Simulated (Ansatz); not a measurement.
`CO[Si]O` + H₂ → `O[SiH]` + CH₃OH at 500 K and 1 bar (hydrogenolysis of the Si–O bond).

Computed with Ansatz on PBE0-D4/def2-TZVP structures; ΔE is electronic, products minus reactants. CCSD(T)/CBS is the MP2 limit (def2-TZVPP, def2-QZVPP) plus CCSD(T) − MP2 in def2-TZVPP, frozen cores. This one scheme is used for every species. One conformer a species, not always the lowest.

| species | CCSD(T)/CBS energy (Eh) | H − E (kJ/mol) | S (J/(mol·K)) |
| --- | --- | --- | --- |
| `CO[Si]O` | -479.93637 | 184.7 | 357.9 |
| H₂ | -1.17544 | 41.0 | 145.5 |
| `O[SiH]` | -365.43832 | 75.8 | 267.5 |
| CH₃OH | -115.61712 | 157.0 | 265.4 |

H − E and S are ideal-gas, rigid-rotor, harmonic terms from PBE0-D4/def2-TZVP, for one conformer and one mirror image of each species. The MP2-based limit puts H₂ 0.8 mEh under its directly extrapolated value; such offsets cancel only in part. 1 Eh = 2625.50 kJ/mol, R = 8.31446 J/(mol·K).

Problem. By hand: ΔE, ΔH, ΔS and ΔG.

Solution. ΔE = (-365.43832) + (-115.61712) − (-479.93637) − (-1.17544) = 0.05637 Eh = 148.0 kJ/mol. Δ(H − E) = 75.8 + 157.0 − 184.7 − 41.0 = 7.1, so ΔH = 155.1 kJ/mol. ΔS = 267.5 + 265.4 − 357.9 − 145.5 = 29.5 J/(mol·K). ΔG = 155.1 − 500 × (29.5)/1000 = 140.3 kJ/mol.

Problem. By hand: the equilibrium constant, and the temperature at which ΔG would vanish if ΔH and ΔS stayed fixed.

Solution. log₁₀ K = −ΔG/(RT ln 10) = -14.7. ΔG = 0 at ΔH/ΔS = 5258 K, far beyond where these terms or the molecules hold.

ΔH outweighs TΔS. A doubt of 5 kJ/mol in ΔE shifts log₁₀ K by 0.5 here. Other conformers and mirror images would add mixing entropy, several J/(mol·K) or more a flexible species. These are equilibria of isolated gas molecules and say nothing of rates. Largest T1 diagnostic: 0.016 (customary marks: 0.02 for closed shells, 0.045 for open ones).
